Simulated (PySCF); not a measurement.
Atom-mapped SMILES (the numbers label the heavy atoms): `[N:1]#[C:2]/[CH:3]=[N:4]/[SiH2:5][OH:6]` (H(Xn): hydrogen on atom n).

Geometry: PBE0-D3(BJ)/def2-SVP; GIAO absolute shieldings from PySCF 2.14, gas phase, non-relativistic, averaged over equivalent atoms.

At PBE0/def2-SVP (108 basis functions, 8.5 s wall time on 1 thread of an Arm Neoverse V1, shared host):
```tsv
atoms	σ (ppm)
N4	-159.4
N1	-25.0
C3	49.6
C2	83.3
Si5	433.1
O6	309.1
H(C3)	23.69
H(Si5)	26.31
H(O6)	29.76
```

Predict the values at WP04/pcSseg-2 on the same geometry.

## Answers


```tsv
atoms	σ at WP04/pcSseg-2	change
N4	-200.7	-41.3
N1	-60.5	-35.5
C3	18.9	-30.7
C2	53.2	-30.1
Si5	363.6	-69.5
O6	287.4	-21.7
H(C3)	23.78	+0.09
H(Si5)	27.09	+0.78
H(O6)	29.78	+0.02
```

The largest change is at Si5 (silicon bonded to N, O, 2 H). Cost: 279 basis functions, 34 s wall time on 1 thread of an Arm Neoverse V1, shared host.
